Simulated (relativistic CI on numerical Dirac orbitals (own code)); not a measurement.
Ce3+: resonant inelastic scattering at the M4,5 edge

Computed with this model: Dirac-Coulomb-Breit CI, orbitals from a KLI potential per configuration, model QED (radiative potential, 1s self-energy scaled to tabulated hydrogen-like ionisation energies), valence Slater integrals scaled by 0.9, Kramers-Heisenberg scattering through one core-hole configuration in a parametric crystal field; configurations [Xe] 4f → [Ar] 3d9 4s2 4p6 4d10 4f2 5s2 5p6; 10 K; core-hole width 0.9 eV; summed over polarisations. Incident energies are the highest absorption maxima for each field (at most a few, so the weaker spin-orbit partner edge can be absent), on the computed scale of the free ion. Intensities are in per cent of the strongest line above 0.02 eV; levels within 1 cm⁻¹ are merged; final levels count from the ground level, the first row holds all elastic scattering, lines under 0.4 are left out and each table stops after 24 rows. The scale of the Slater integrals is a model choice and moves the terms in proportion.

Field parameters in Wybourne normalisation; cubic f-shell fields have B⁴₄ = √(5/14) B⁴₀ and B⁶₄ = −√(7/2) B⁶₀. The field is a parameter set, without covalency.

S is read from ⟨S²⟩ = S(S + 1).

C2v, B20 = -790, B22 = 290, B40 = -670, B42 = 550, B44 = -730, B60 = 660, B62 = -110, B64 = 80, B66 = -170 cm⁻¹:

| Final level (eV) | Degeneracy | S | 884.2 eV | 885.2 eV | 902.6 eV |
| --- | --- | --- | --- | --- | --- |
| 0.000 | 2 | 0.50 | 133.0 | 275.6 | 487.3 |
| 0.040 | 2 | 0.50 | 25.3 | 35.5 | 85.3 |
| 0.076 | 2 | 0.50 | 26.7 | 40.9 | 100.0 |
| 0.259 | 2 | 0.50 | 22.9 | 31.8 | 14.3 |
| 0.297 | 2 | 0.50 | 5.2 | 9.5 | 10.6 |
| 0.336 | 2 | 0.50 | 6.6 | 12.6 | 8.4 |
| 0.337 | 2 | 0.50 | 3.2 | 7.1 | 10.4 |

D3d, B20 = 1820, B40 = -610, B43 = 770, B60 = -160, B63 = 370, B66 = -530 cm⁻¹:

```csv
Final level (eV),Degeneracy,Irrep,S,884.1 eV,885.2 eV,902.6 eV
0.000,2,Γ4,0.50,113.8,211.3,402.7
0.097,2,Γ5+Γ6,0.50,26.6,38.6,100.0
0.121,2,Γ4,0.50,14.7,20.5,43.2
0.260,2,Γ4,0.50,13.1,25.5,12.3
0.341,2,Γ4,0.50,7.6,18.4,7.2
0.381,2,Γ5+Γ6,0.50,1.7,6.6,8.2
0.392,2,Γ4,0.50,0.3,2.1,7.2
```

Oh, B40 = 1330, B60 = 530 cm⁻¹:

| Final level (eV) | Degeneracy | Irrep | S | 883.9 eV | 885.2 eV | 902.6 eV |
| --- | --- | --- | --- | --- | --- | --- |
| 0.000 | 2 | Γ7 | 0.50 | 35.9 | 79.7 | 115.4 |
| 0.041 | 4 | Γ8 | 0.50 | 25.3 | 36.2 | 100.0 |
| 0.268 | 2 | Γ7 | 0.50 | 2.5 | 7.7 | 1.1 |
| 0.295 | 4 | Γ8 | 0.50 | 2.3 | 10.1 | 9.1 |
| 0.342 | 2 | Γ6 | 0.50 | 0.2 | 2.9 | 5.1 |

For the first field the strongest loss at the lowest incident energy is the level at 0.08 eV (S = 0.50, against 0.50 in the thermal ground state).
